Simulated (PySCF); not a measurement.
Species: cyclo-(F2SnNH)4.
Geometry (PBE0-D3(BJ)/def2-SVP, Å), atoms numbered from 1 in this order:
```
atom  x, y, z in Å
Sn1   -1.7218    1.1760    1.1047
F2    -3.1462    2.4640    1.0825
F3    -1.6205    0.6158    2.9382
N4    -2.0057   -0.4141   -0.0743
Sn5   -1.2619   -0.4678   -1.9349
F6    -1.3317    1.2638   -2.7627
F7    -2.3484   -1.5907   -3.0511
N8     0.6259   -1.0828   -1.7134
Sn9    1.1831   -2.0076   -0.0238
F10    2.7610   -3.0523   -0.3556
F11   -0.1149   -3.2988    0.5569
N12    1.4598   -0.5912    1.3576
Sn13   1.7562    1.3285    0.8632
F14    2.9382    1.5596   -0.6324
F15    2.6416    2.2014    2.3267
N16   -0.0515    2.0627    0.4468
H17   -2.7546   -1.0686    0.1454
H18    1.2168   -1.2159   -2.5322
H19    1.7785   -0.8739    2.2831
H20   -0.1415    3.0062    0.0748
```

Computed, not measured: TDDFT wB97X-D/def2-SVPD, vertical, gas phase, core orbitals frozen in the response, def2 core potentials past Kr in PySCF. Spin–orbit coupling is left out.

Q: Predict the UV-vis stick spectrum at this level.

A: 

| state | E (eV) | λ (nm) | f | main configurations (H = HOMO, L = LUMO) |
| --- | --- | --- | --- | --- |
| S1 | 4.96 | 249.9 | 0.048 | H-1/H→L (≥84%) |
| S2 | 4.97 | 249.5 | 0.050 | H-1/H→L (≥82%) |
| S3 | 5.09 | 243.3 | 0.0014 | H-2→L (76%), H-1/H→L+1 (≥10%) |
| S4 | 5.27 | 235.3 | 0.031 | H-3→L (67%), H-1/H→L+2 (≥12%), H-1/H→L+1 (≥9%) |
| S5 | 6.14 | 202.0 | 0.0024 | H-1/H→L+1 (≥52%), H-1/H→L+2 (≥26%) |
| S6 | 6.16 | 201.4 | 0.0069 | H-1/H→L+2 (≥49%), H-1/H→L+1 (≥27%), H-2→L+3 (10%) |
| S7 | 6.32 | 196.2 | 0.013 | H-2→L+2 (28%), H-2→L+1 (26%), H-1/H→L+3 (≥19%) |
| S8 | 6.35 | 195.3 | 0.015 | H-2→L+1 (23%), H-2→L+2 (21%), H-1/H→L+3 (≥20%) |
| S9 | 6.47 | 191.6 | 0.0001 | H-4→L (45%), H-1/H→L+2 (≥13%), H-1/H→L+1 (≥10%) |

Triplets (Tamm–Dancoff): T1 4.50 eV, H-1/H→L (≥75%), H-2→L+2 (10%); T2 4.50 eV, H-1/H→L (≥75%), H-2→L+1 (11%); T3 4.56 eV, H-2→L (66%), H-1/H→L+1 (≥13%), H-1/H→L+2 (≥9%).

The lowest singlet level (S1/S2) comes at 250 nm (479 kJ/mol) in the ultraviolet; it is of moderate strength. The lowest level is also the most intense of those listed (f = 0.098 summed). S1/S2 lie within about 0.01 eV of each other. Löwdin shares by element: HOMO (one of a set within 0.03 eV) nitrogen 76% or more (atoms not listed hold the other 24%); LUMO tin 42% (atoms not listed hold the other 58%). The listed states span 1.51 eV, and the widest gap between neighbours is 0.87 eV (S4 to S5). Of the 9 states listed, 5 reach f = 0.01 and 1 stays under 0.0005. Orbital energies (eV): HOMO-3 -11.70, HOMO-2 -11.45, HOMO-1 -11.26, HOMO -11.24, LUMO -1.97, LUMO+1 -0.86, LUMO+2 -0.81. No computed singlet lies in the visible range (380 to 750 nm); the lowest, at 250 nm, stands 1.70 eV above its violet end (3.26 eV). Orbitals of the list HOMO-3 to LUMO+2 that lie within 0.01 eV of each other are written together with a slash and their weights summed (≥ marks a lower bound); for degenerate orbitals outside that list single weights are arbitrary. Singlets were solved by full linear response, triplets in the Tamm–Dancoff approximation. The highest level found (6.68 eV, f 0.0004 so far) is left out, since the window may have cut off a degenerate partner.

On 2 threads, Intel Xeon 6975P-C (x86_64), shared host, this took 3.9 min wall, 8.3 min CPU (grids of density and orbitals included) and 3.9 GiB of memory at its peak.

One conformer stands for the species.
